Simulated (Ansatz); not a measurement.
Two members of one family (Si nanocrystals, hexagonal, H-capped), computed with Ansatz in the gas phase. The two geometries come from different levels. Binding counts from free atoms in the multiplicity of their measured ground term, without zero-point energy. Sets without diffuse functions give affinities that are too small. A dash marks a value that wasn't run or was left out as unsound. The structures are stationary points that may keep the symmetry of their start. Remarks come from the PBE and PBE0 runs and from stability tests at other levels; not every state was tested. A HOMO above zero means that the electron is unbound at that level and held by the basis, or that self-interaction error raises the level; the energy of removing that electron tells which. HOMO above LUMO (over both spins in singlets and doublets, within one spin in higher multiplets; at PBE or PBE0), or a gap under 0.15 eV within one spin, warns that the state may not be the lowest or that an electron is smeared out.

First: Si28H34 (singlet, charge 0, r2SCAN-D4/def2-SVP geometry).

Cartesian coordinates in Å:
```
Si -4.537 1.732 1.789
Si -4.622 1.975 -0.547
Si -4.261 -1.845 -0.904
Si -3.372 0.252 -1.542
Si -2.304 1.938 2.490
Si -1.461 4.052 1.837
Si -1.927 -1.883 2.159
Si -2.636 -3.079 0.262
Si -1.052 0.214 1.501
Si -1.139 0.441 -0.839
Si 0.366 3.769 0.386
Si -0.302 2.551 -1.511
Si -0.785 -3.401 -1.157
Si 0.092 -1.307 -1.819
Si -0.034 -1.087 -4.153
Si 1.522 2.239 -2.963
Si 0.799 1.018 -4.837
Si -0.273 -3.121 3.283
Si 1.196 0.425 2.155
Si 2.041 2.535 1.489
Si 1.572 -3.420 1.853
Si 0.869 -4.639 -0.033
Si 2.442 -1.323 1.191
Si 2.333 -1.082 -1.147
Si 3.896 2.232 0.074
Si 3.181 1.027 -1.816
Si 4.682 -1.109 1.861
Si 5.543 0.996 1.210
H -5.390 2.771 2.451
H -5.068 0.381 2.161
H -6.042 1.924 -1.024
H -4.047 3.307 -0.922
H -5.472 -1.643 -0.043
H -4.685 -2.599 -2.128
H -3.417 0.382 -3.037
H -2.210 1.804 3.981
H -2.539 4.844 1.159
H -1.027 4.809 3.055
H -3.099 -1.656 3.070
H -3.181 -4.413 0.684
H 0.926 5.096 -0.038
H -1.391 3.291 -2.233
H -1.234 -4.142 -2.384
H -1.456 -1.248 -4.596
H 0.773 -2.181 -4.785
H 2.074 3.574 -3.372
H -0.276 1.780 -5.548
H 1.940 0.822 -5.788
H -0.827 -4.456 3.679
H 0.154 -2.400 4.526
H 1.288 0.319 3.649
H 2.470 3.277 2.722
H 2.645 -4.185 2.575
H 0.307 -5.961 0.398
H 2.031 -4.892 -0.943
H 3.162 -2.159 -1.786
H 4.427 3.569 -0.354
H 4.349 0.793 -2.731
H 4.771 -1.256 3.350
H 5.492 -2.204 1.237
H 5.992 1.752 2.423
H 6.731 0.800 0.318
```

| level | HOMO (eV) | LUMO (eV) | gap (eV) | vertical EA (eV) | binding per atom (eV) |
| --- | --- | --- | --- | --- | --- |
| PBE-D4/def2-SVP | -5.87 | -2.32 | 3.54 | 1.13 | 3.36 |
| r2SCAN-D4/def2-SVP | -6.12 | -2.24 | 3.87 | – | 3.36 |
| PBE0-D4/def2-SVP | -6.80 | -1.69 | 5.10 | 0.91 | 3.36 |

Remarks: HOMO above zero (-1 doublet), gap within one spin near zero at PBE or PBE0 (-1 doublet).

Second: Si30H34 (singlet, charge 0, PBE-D4/def2-SVP geometry).

```xyz
64

Si    3.702   -1.517   -2.258
Si    1.507   -1.798   -3.058
Si    1.960   -4.760   -0.596
Si    0.478   -3.693   -2.081
Si    1.325    2.026   -3.517
Si    0.291    0.143   -2.533
Si   -1.901   -0.080   -3.352
Si   -1.445   -3.020   -0.902
Si   -2.946   -1.967   -2.377
Si   -3.069    1.896   -2.842
Si   -4.869   -1.318   -1.185
Si    3.619   -1.321    0.085
Si    2.593   -3.217    1.065
Si    3.439    2.503   -0.370
Si    1.957    3.566   -1.855
Si    2.402    0.619    0.608
Si    0.210    0.383   -0.199
Si    0.679   -2.541    2.258
Si   -0.824   -1.500    0.780
Si    0.035    4.219   -0.665
Si   -0.994    2.331    0.315
Si   -3.186    2.108   -0.501
Si   -2.737   -0.818    1.964
Si   -4.234    0.223    0.477
Si    2.331    0.873    2.943
Si    1.297   -1.011    3.937
Si    1.140    2.844    3.420
Si   -1.067    2.586    2.650
Si   -0.625   -0.361    5.131
Si   -2.105    0.704    3.644
H     4.574   -2.676   -2.669
H     4.285   -0.253   -2.840
H     1.522   -1.965   -4.560
H     3.176   -5.260   -1.337
H     1.271   -5.939    0.045
H     0.075   -4.646   -3.185
H     2.540    1.582   -4.295
H     0.366    2.677   -4.484
H    -1.838   -0.271   -4.850
H    -2.103   -4.215   -0.252
H    -3.321   -2.933   -3.478
H    -2.321    3.077   -3.410
H    -4.451    1.873   -3.448
H    -5.880   -0.696   -2.117
H    -5.496   -2.528   -0.538
H     5.017   -1.178    0.641
H     3.573   -3.857    2.021
H     4.680    2.066   -1.108
H     3.857    3.465    0.716
H     2.619    4.771   -2.482
H    -0.003   -3.742    2.872
H    -0.940    4.896   -1.595
H     0.410    5.203    0.416
H    -3.966    3.350   -0.134
H    -3.381   -2.038    2.582
H    -5.451    0.691    1.242
H     3.746    0.986    3.459
H     2.287   -1.670    4.869
H     1.785    4.002    2.697
H     1.160    3.139    4.900
H    -1.876    3.822    2.975
H    -1.290   -1.579    5.722
H    -0.251    0.573    6.257
H    -3.339    1.168    4.383
```

Estimate the same table for the second.


| level | HOMO (eV) | LUMO (eV) | gap (eV) | vertical EA (eV) | binding per atom (eV) |
| --- | --- | --- | --- | --- | --- |
| PBE-D4/def2-SVP | -5.89 | -2.42 | 3.46 | 1.25 | 3.41 |
| r2SCAN-D4/def2-SVP | -6.14 | -2.37 | 3.77 | – | 3.41 |
| PBE0-D4/def2-SVP | -6.82 | -1.81 | 5.01 | 1.02 | 3.41 |

Remarks: HOMO above zero (-1 doublet), gap within one spin near zero at PBE or PBE0 (-1 doublet).
